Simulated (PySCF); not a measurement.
A PySCF script (with the pyscf-properties extension) for the NMR shieldings of `BCc1cc(=S)c1=O`, C$_{5}$H$_{5}$BOS, on a GFN2-xTB geometry:

```python
import basis_set_exchange as bse
import numpy as np
from pyscf import gto, dft
from pyscf.prop import nmr

atoms = """
B    -1.938387    1.017447   -0.424714
C    -1.292040   -0.324001    0.111329
C     0.171691   -0.347048    0.090710
C     1.148597   -0.894564   -0.694304
C     2.246172   -0.320020    0.068246
S     3.857948   -0.363232   -0.006163
C     1.196893    0.320327    0.964912
O     1.174742    1.026644    1.925071
H    -3.099347    1.055740   -0.529491
H    -1.277748    1.938842   -0.697396
H    -1.700468   -1.189361   -0.415811
H    -1.630656   -0.392549    1.151898
H     1.138215   -1.527738   -1.562014
"""
names = dict.fromkeys(["B", "C", "S", "O", "H"], "pcSseg-1")
basis = {el: gto.basis.parse(bse.get_basis(n, elements=[el], fmt="nwchem")) for el, n in names.items()}
mol = gto.M(atom=atoms, basis=basis, charge=0, verbose=0)
mf = dft.RKS(mol, xc="PBE0")
mf.grids.level = 2
mf.grids.alignment = dft.numint.BLKSIZE   # the property module wants whole blocks of grid points
mf.conv_tol = 1e-9
mf.kernel()

calc = nmr.RKS(mf)   # GIAO
C = mf.mo_coeff
Co = C[:, mf.mo_occ > 0]
resp = mf.gen_response(singlet=True, hermi=2)
def vind(x):   # induced exchange potential for any number of trial vectors
    d = np.einsum("pi,xij,qj->xpq", C, 2 * x.reshape(-1, C.shape[1], Co.shape[1]), Co, optimize=True)
    return np.einsum("xpq,pi,qj->xij", resp(d - d.transpose(0, 2, 1)), C, Co, optimize=True).ravel()
mo1, _ = nmr.rhf.solve_mo1(calc, with_cphf=vind)
sigma = calc.kernel(mo1)
for i, s in enumerate(sigma):   # ppm
    print("%2d %-2s %9.2f" % (i, mol.atom_pure_symbol(i), np.trace(s) / 3))
```

Task: What does it print?

Result: 
```
 0 B      12.23
 1 C     150.26
 2 C     -42.12
 3 C      -6.72
 4 C     -67.73
 5 S    -384.72
 6 C      -4.89
 7 O    -240.74
 8 H      23.71
 9 H      23.99
10 H      28.12
11 H      28.43
12 H      22.50
```

These numbers come from an equivalent density-fitted implementation of the same equations, which agrees with the script to about 0.01 ppm for H and up to a few tenths of a ppm for heavy atoms, so last digits may differ.

Size and cost of the density-fitted run: 168 basis functions, 33 s wall time on 1 thread of an Arm Neoverse V1, shared host; peak memory 0.77 GiB.
